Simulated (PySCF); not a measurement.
**Energy of Ni⁺ (nickel, charge +1) between two integer charges**

The 3d beta orbital of [Ar] 3d9 is emptied in steps (occupation f), with all orbitals relaxed, ending at [Ar] 3d8. All numbers are calculated (PySCF 2.14, scalar relativity by spin-free X2C-1e, in x2c-TZVPall (6s5p4d1f, 48 functions)). The exact energy is a straight line in f; departures are measured from the line between the end points of the same method.

```
   f  LDA (eV)  PBE (eV)
   1     0.000     0.000
0.75    -1.365    -1.305
 0.5    -1.855    -1.776
0.25    -1.415    -1.354
   0     0.000     0.000
```

| method | E(f=0) − E(f=1) (eV) | −ε at f=1 (eV) | −ε at f=0.5 (eV) |
| --- | --- | --- | --- |
| LDA | 19.581 | 12.474 | 19.448 |
| PBE | 18.907 | 12.240 | 18.781 |

Orbital energy along the path (eV):

```tsv
f	LDA	PBE
1	-12.474	-12.240
0.75	-15.829	-15.302
0.5	-19.448	-18.781
0.25	-23.264	-22.436
0	-27.247	-26.231
```

Reference removal energy between the ground levels: 18.169 eV (measured; NIST Atomic Spectra Database, ionization energies). The calculation has no spin-orbit coupling. The determinant left behind need not be the lowest term of the ion.
